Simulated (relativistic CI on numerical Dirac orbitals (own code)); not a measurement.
## Calculated levels, Tm XXIX

These numbers are calculated, not measured: Dirac-Coulomb-Breit CI, KLI orbitals optimised for each configuration, model QED (radiative potential, 1s self-energy scaled to tabulated hydrogen-like ionisation energies), unscaled Slater integrals (own radial code, finite nucleus).

Configuration list (outside the closed core [Ar] 3d10): 4s²4p⁶4d⁵, 4s²4p⁵4d⁶, 4s²4p⁶4d⁴4f, 4s4p⁶4d⁵4f, 4p⁶4d⁷, 4p⁵4d⁸, 4s²4p⁶4d³5s², 4s²4p⁶4d²4f5s², 4s4p⁶4d³4f5s². Double excitations out of closed p, d and f shells are left out; levels of such configurations are missing from the list, as are those of other unlisted configurations, and high levels can miss mixing partners.

The lowest level is 4s²4p⁶4d⁵ ⁶S5/2, with 32 % of that term; Hund's rules for 4s²4p⁶4d⁵ give ⁶S with J = 5/2, in agreement.

```
No.  Configuration  Term     J   E (eV)    %  Landé g          jj configuration (%)
  1      4s²4p⁶4d⁵    ⁶S   5/2    0.000   32    1.540                    4d5/2 (77)
  2      4s²4p⁶4d⁵    ⁶S   5/2    7.842   35    1.259          4d3/2^3 4d5/2^2 (68)
  3      4s²4p⁶4d⁵    ⁴G   7/2   12.408   41    1.148          4d3/2^3 4d5/2^2 (97)
  4      4s²4p⁶4d⁵    ⁴D   3/2   12.838   42    1.244          4d3/2^3 4d5/2^2 (96)
  5      4s²4p⁶4d⁵    ⁴G  11/2   13.168   45    1.138          4d3/2^3 4d5/2^2 (95)
  6      4s²4p⁶4d⁵    ⁴G   9/2   14.519   46    1.151          4d3/2^3 4d5/2^2 (88)
  7      4s²4p⁶4d⁵    ⁴D   5/2   15.199   38    1.143          4d3/2^3 4d5/2^2 (76)
  8      4s²4p⁶4d⁵    ⁴P   1/2   15.879   55    1.843          4d3/2^3 4d5/2^2 (77)
  9      4s²4p⁶4d⁵    ²F   7/2   17.613   35    1.112          4d3/2^3 4d5/2^2 (90)
 10      4s²4p⁶4d⁵    ²D   5/2   20.189   35    1.230          4d3/2^2 4d5/2^3 (68)
 11      4s²4p⁶4d⁵    ²D   3/2   21.509   53    0.790          4d3/2^3 4d5/2^2 (67)
 12      4s²4p⁶4d⁵    ⁴D   7/2   22.476   50    1.214          4d3/2^2 4d5/2^3 (94)
 13      4s²4p⁶4d⁵    ²I  11/2   22.916   55    1.072          4d3/2^2 4d5/2^3 (96)
 14      4s²4p⁶4d⁵    ⁴G   9/2   23.793   48    1.147          4d3/2^2 4d5/2^3 (88)
 15      4s²4p⁶4d⁵    ⁴D   1/2   24.400   74    0.613          4d3/2^2 4d5/2^3 (94)
 16      4s²4p⁶4d⁵    ²I  13/2   24.986  100    1.074         4d3/2^2 4d5/2^3 (100)
 17      4s²4p⁶4d⁵    ⁴P   3/2   25.063   52    1.196          4d3/2^2 4d5/2^3 (92)
 18      4s²4p⁶4d⁵    ²F   5/2   25.931   40    1.017          4d3/2^2 4d5/2^3 (90)
 19      4s²4p⁶4d⁵    ²H   9/2   27.889   53    1.106         4d3/2^2 4d5/2^3 (100)
 20      4s²4p⁶4d⁵    ²G   7/2   28.912   61    0.993          4d3/2^2 4d5/2^3 (98)
 21      4s²4p⁶4d⁵    ⁴F   5/2   29.141   57    1.036          4d3/2^2 4d5/2^3 (93)
 22      4s²4p⁶4d⁵    ²D   3/2   30.573   87    0.814          4d3/2^2 4d5/2^3 (67)
 23      4s²4p⁶4d⁵    ²F   7/2   31.606   44    1.054          4d3/2^2 4d5/2^3 (86)
 24      4s²4p⁶4d⁵    ²S   1/2   31.839   47    1.837          4d3/2^2 4d5/2^3 (63)
 25      4s²4p⁶4d⁵    ⁴P   5/2   33.995   35    1.229            4d3/2 4d5/2^4 (85)
 26      4s²4p⁶4d⁵    ²G   9/2   34.374   67    1.106          4d3/2^2 4d5/2^3 (84)
 27      4s²4p⁶4d⁵    ⁴F   7/2   37.091   33    1.193            4d3/2 4d5/2^4 (97)
 28      4s²4p⁶4d⁵    ²H  11/2   37.935   60    1.068            4d3/2 4d5/2^4 (98)
 29      4s²4p⁶4d⁵    ²D   3/2   38.439   48    0.909            4d3/2 4d5/2^4 (86)
 30      4s²4p⁶4d⁵    ²D   5/2   39.883   65    1.132          4d3/2^2 4d5/2^3 (51)
 31      4s²4p⁶4d⁵    ²P   3/2   40.688   77    1.202          4d3/2^2 4d5/2^3 (86)
 32      4s²4p⁶4d⁵    ²G   9/2   41.094   72    1.112            4d3/2 4d5/2^4 (82)
 33      4s²4p⁶4d⁵    ²D   5/2   42.791   67    1.115            4d3/2 4d5/2^4 (44)
 34      4s²4p⁶4d⁵    ²G   7/2   43.575   65    0.979            4d3/2 4d5/2^4 (90)
 35      4s²4p⁶4d⁵    ²P   1/2   47.545   70    1.031            4d3/2 4d5/2^4 (77)
 36      4s²4p⁶4d⁵    ²D   3/2   52.408   76    0.888            4d3/2 4d5/2^4 (88)
 37      4s²4p⁶4d⁵    ²D   5/2   52.928   60    1.158                  4d5/2^5 (75)
 38      4s²4p⁵4d⁶   ⁶F°  11/2  145.369   60    1.365          4p3/2^3 4d5/2^2 (76)
 39      4s²4p⁵4d⁶   ⁴P°   5/2  149.059   37    1.365          4p3/2^3 4d5/2^2 (85)
 40      4s²4p⁵4d⁶   ⁴D°   7/2  149.067   39    1.358          4p3/2^3 4d5/2^2 (78)
 41      4s²4p⁵4d⁶   ⁴F°   9/2  150.032   39    1.354          4p3/2^3 4d5/2^2 (78)
 42      4s²4p⁵4d⁶   ²P°   1/2  153.793   31    1.452          4p3/2^3 4d5/2^2 (83)
 43      4s²4p⁵4d⁶   ⁶P°   5/2  154.989   25    1.473          4p3/2^3 4d5/2^2 (36)
 44      4s²4p⁵4d⁶   ⁶F°   9/2  155.051   61    1.392  4p3/2^3 4d3/2^3 4d5/2^3 (81)
 45      4s²4p⁵4d⁶   ⁶P°   3/2  156.050   31    1.931          4p3/2^3 4d5/2^2 (35)
 46      4s²4p⁵4d⁶   ⁴D°   7/2  157.058   33    1.394          4p3/2^3 4d5/2^2 (55)
 47      4s²4p⁵4d⁶   ⁶F°  11/2  157.080   27    1.217  4p3/2^3 4d3/2^3 4d5/2^3 (75)
 48      4s²4p⁵4d⁶   ⁶D°   7/2  157.929   27    1.267  4p3/2^3 4d3/2^3 4d5/2^3 (63)
 49      4s²4p⁵4d⁶   ⁴P°   3/2  158.235   30    1.583  4p3/2^3 4d3/2^3 4d5/2^3 (42)
 50      4s²4p⁵4d⁶   ⁴H°  13/2  158.400   72    1.192  4p3/2^3 4d3/2^3 4d5/2^3 (93)
 51      4s²4p⁵4d⁶   ⁴P°   5/2  158.938   19    1.282  4p3/2^3 4d3/2^3 4d5/2^3 (73)
 52      4s²4p⁵4d⁶   ⁴F°   3/2  159.988   30    0.908  4p3/2^3 4d3/2^3 4d5/2^3 (72)
 53      4s²4p⁵4d⁶   ⁴H°   9/2  160.617   26    1.138  4p3/2^3 4d3/2^3 4d5/2^3 (79)
 54      4s²4p⁵4d⁶   ²F°   7/2  160.802   34    1.126  4p3/2^3 4d3/2^3 4d5/2^3 (90)
 55      4s²4p⁵4d⁶   ⁴P°   1/2  161.729   25    1.606  4p3/2^3 4d3/2^3 4d5/2^3 (80)
 56      4s²4p⁵4d⁶   ⁴G°   5/2  161.762   16    1.079  4p3/2^3 4d3/2^3 4d5/2^3 (46)
 57      4s²4p⁵4d⁶   ⁴I°  15/2  162.602   80    1.172  4p3/2^3 4d3/2^3 4d5/2^3 (92)
 58      4s²4p⁵4d⁶   ⁴D°   3/2  163.204   27    1.097  4p3/2^3 4d3/2^3 4d5/2^3 (81)
 59      4s²4p⁵4d⁶   ⁴H°  11/2  163.411   33    1.128  4p3/2^3 4d3/2^3 4d5/2^3 (80)
 60      4s²4p⁵4d⁶   ²G°   9/2  163.514   27    1.123  4p3/2^3 4d3/2^3 4d5/2^3 (84)
 61      4s²4p⁵4d⁶   ⁴F°   5/2  164.430   29    1.125  4p3/2^3 4d3/2^3 4d5/2^3 (67)
 62      4s²4p⁵4d⁶   ⁴H°  13/2  164.542   43    1.139  4p3/2^3 4d3/2^3 4d5/2^3 (93)
 63      4s²4p⁵4d⁶   ⁴D°   7/2  165.101   23    1.210  4p3/2^3 4d3/2^3 4d5/2^3 (70)
 64      4s²4p⁵4d⁶   ⁴D°   5/2  165.750   30    1.176  4p3/2^3 4d3/2^3 4d5/2^3 (58)
 65      4s²4p⁵4d⁶   ⁴D°   3/2  165.871   24    1.156  4p3/2^3 4d3/2^3 4d5/2^3 (45)
 66      4s²4p⁵4d⁶   ²G°   9/2  166.470   29    1.151  4p3/2^3 4d3/2^3 4d5/2^3 (73)
 67      4s²4p⁵4d⁶   ⁴G°   7/2  166.568   18    1.103  4p3/2^3 4d3/2^3 4d5/2^3 (62)
 68      4s²4p⁵4d⁶   ⁴P°   3/2  167.088   21    1.581  4p3/2^3 4d3/2^3 4d5/2^3 (31)
 69    4s²4p⁶4d⁴4f   ⁴G°   5/2  167.138   19    0.897            4d3/2^4 4f5/2 (47)
 70      4s²4p⁵4d⁶   ⁴P°   1/2  167.162   55    2.175  4p3/2^3 4d3/2^3 4d5/2^3 (57)
```

Energies count from the lowest computed level; ° marks odd parity. Filled j subshells are mostly left out of the jj labels.

The mean weight of the leading LS term, summed over parents, in these 70 levels is 45 %, and that of the leading jj configuration (from the same eigenvectors) 77 %, so jj coupling describes them better and the LS labels are nominal.

At this charge energies of transitions that change n are usually good to better than 1 %, and those within a shell (Δn = 0) to a few per cent. Terms inside the open d or f shell come out 10 to 20 % too wide with unscaled integrals.

LS names give the leading component of a level, which can be under half, so a name can repeat, a term be missing and a line seem to break the LS rules.
